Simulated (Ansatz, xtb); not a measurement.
# C2H9NO2Si2: 4 structures ranked

4 gas-phase structures of C2H9NO2Si2, from a drawn sample of its isomers (lower ones may exist). Each was relaxed with GFN2-xTB; where two conformers were screened, the lower at r2SCAN-D4/def2-SVP is listed:

A. `C=C[SiH2]O[Si@H](N)O`, a singlet
B. `C=N[SiH2]O[SiH2]OC`, a singlet
C. `CC(=O)N([SiH3])[SiH2]O`, a singlet
D. `CN1[SiH2]CO[Si@@H]1O`, a singlet

Problem. Make a reasoned guess at their ranking by r2SCAN-D4/def2-SVP single-point energy.

Solution. Calculated order at r2SCAN-D4/def2-SVP: A (0.0), D (55.0), C (96.8), B (121.6) kJ/mol.

Energies above the lowest of each column, in kJ/mol; the last columns are at PBE0-D3(BJ)/def2-SVP geometries and were run for some of them only (a dash: not run or not comparable):

```json
{"structure": "A", "GFN2-xTB": "24.2", "HF/STO-3G": "162.7", "r2SCAN-D4/def2-SVP": "0.0", "PBE0-D3(BJ)/def2-SVP": "0.0", "CCSD(T)/def2-SVP + ΔMP2/def2-TZVPP": "0.0"}
{"structure": "D", "GFN2-xTB": "6.8", "HF/STO-3G": "0.0", "r2SCAN-D4/def2-SVP": "55.0", "PBE0-D3(BJ)/def2-SVP": "45.4", "CCSD(T)/def2-SVP + ΔMP2/def2-TZVPP": "87.8"}
{"structure": "C", "GFN2-xTB": "30.3", "HF/STO-3G": "128.2", "r2SCAN-D4/def2-SVP": "96.8", "PBE0-D3(BJ)/def2-SVP": "–", "CCSD(T)/def2-SVP + ΔMP2/def2-TZVPP": "–"}
{"structure": "B", "GFN2-xTB": "0.0", "HF/STO-3G": "182.4", "r2SCAN-D4/def2-SVP": "121.6", "PBE0-D3(BJ)/def2-SVP": "–", "CCSD(T)/def2-SVP + ΔMP2/def2-TZVPP": "–"}
```

CCSD(T)/def2-SVP + ΔMP2/def2-TZVPP puts A lowest of those it was run on; GFN2-xTB picks B, HF/STO-3G picks D. Some further structures that were screened fall inside this span and aren't listed. Flexible structures stand in one conformer each, not always the lowest. Frequencies (GFN2-xTB) were run for A, D alone. The ΔMP2 step shifts differences by up to 15.4 kJ/mol, which makes them less sure. ΔMP2 is the change of the MP2 energy from the smaller to the larger basis.

Over these structures GFN2-xTB departs from r2SCAN-D4/def2-SVP by 41.0 kJ/mol on average once a common shift is removed. A GFN2-xTB relaxation took about 0.25 s and the r2SCAN-D4/def2-SVP energy about 2.1 s on a shared host (Ansatz 0.2.0, xtb 6.7.1).
